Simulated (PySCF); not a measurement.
BFH₅NO₂Si, SMILES [SiH2](NB(O)O)F.

Geometry optimised at B3LYP-D3(BJ)/def2-SVP. This is a generated structure with no PubChem entry under its InChIKey; it may be hypothetical. Other conformers were not sampled.

Two levels are set side by side: TDDFT-PBE/def2-SVPD (PySCF) and TDDFT-PBE0/def2-SVPD (PySCF). Vertical, same geometry. The lowest singlet is HOMO→LUMO 100 % with PBE and HOMO→LUMO 97 % with the other functional; states are paired by order. Differences are taken from unrounded values.

```tsv
quantity	TDDFT-PBE0	TDDFT-PBE	TDDFT-PBE minus TDDFT-PBE0
lowest singlet excitation (eV)	6.31	5.29	-1.03
lowest triplet excitation (TDA) (eV)	6.19	5.21	-0.98
```

A lower first singlet is the usual sign of a functional without exact exchange. Differences between two approximate levels are no errors against the true value.

Rough cost on one machine, each run with all the roots and properties that it gave: TDDFT-PBE0 against TDDFT-PBE about 2 times.
